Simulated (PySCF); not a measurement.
HClF$_{2}$OSi, singlet, geometry from GFN2-xTB, atoms displaced at random by about 0.08 Å a coordinate. Base run: B3LYP/STO-3G, gradient in PySCF.

PySCF was given this input:
```python
from pyscf import gto, scf, dft

mol = gto.M(
    atom='''
O     1.673874   -0.605097   -0.401816
Si    0.132274   -0.251127   -0.018470
F    -0.022823   -0.784715    1.464988
F    -0.760134   -1.257194   -0.828350
Cl   -0.486549    1.576638   -0.160422
H     2.412400   -0.006008   -0.204484
''',
    basis='sto-3g',
    charge=0,
    spin=0,
    verbose=4,
)

mf = dft.RKS(mol)
mf.xc = 'b3lyp'
mf.kernel()
g = mf.nuc_grad_method()
grad = g.kernel()
```

The coordinate followed is y of atom 1.

The base run was repeated with changes; each row names its change, and settings that it needs were set with it.

```
change                                                  dE/dx (Eh/bohr)  net force (Eh/bohr)
------------------------------------------------------  ---------------  -------------------
base                                                           0.036142             0.000300
grids.level = 5; grid_response = off                           0.036132             0.000038
finite difference step (bohr) = 1e-5; conv_tol = 1e-11         0.036134                    -
conv_tol = 1e-11                                               0.036142             0.000300
conv_tol = 1e-6                                                0.036141             0.000300
grids.level = 1; grid_response = on                            0.036133             0.000000
finite difference step (bohr) = 0.05; conv_tol = 1e-11         0.036123                    -
density fitting = on                                           0.036148             0.000300
conv_tol = 1e-4                                                0.036139             0.000300
finite difference step (bohr) = 1e-3; conv_tol = 1e-11         0.036134                    -
grid_response = on                                             0.036134             0.000000
grids.level = 0; grid_response = off                                  …             0.006801
```

Question: Complete the blanks.

Answer: 
- grids.level = 0; grid_response = off, dE/dx (Eh/bohr): 0.044254

The net force is zero for an exact gradient.
